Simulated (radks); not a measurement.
Task: All-electron atom: Pr VI in [Xe]. All-electron calculation, scalar-relativistic Kohn-Sham, PBE, spin-polarised, spherical densities, finite nucleus; Fermi nuclear charge, rms radius 4.8919 fm. Program: a radial shooting solver on a logarithmic mesh with Libxc functionals. Some entries of the table are withheld. Estimate them.

| orbital | occ. | eigenvalue (hartree) | r(max) (bohr) | <r> (bohr) |
|---|---|---|---|---|
| 1s | 2 | -1539.245 | 0.01541 | 0.02410 |
| 2s | 2 | -249.9635 | 0.08726 | 0.1031 |
| 2p | 6 | (1) | 0.07028 | 0.09056 |
| 3s | 2 | -56.21606 | 0.2492 | 0.2724 |
| 3p | 6 | -47.97645 | (2) | 0.2705 |
| 3d | 10 | -36.40059 | 0.2007 | 0.2476 |
| 4s | 2 | -13.36408 | 0.5770 | 0.6174 |
| 4p | 6 | -10.64404 | 0.6014 | 0.6516 |
| 4d | 10 | -6.74396 | 0.6289 | 0.7090 |
| 5s | 2 | -3.58446 | 1.290 | 1.388 |
| 5p | 6 | -2.82227 | 1.421 | 1.546 |

Result: 
(1) 2p eigenvalue (hartree): -223.9490
(2) 3p r(max) (bohr): 0.2440
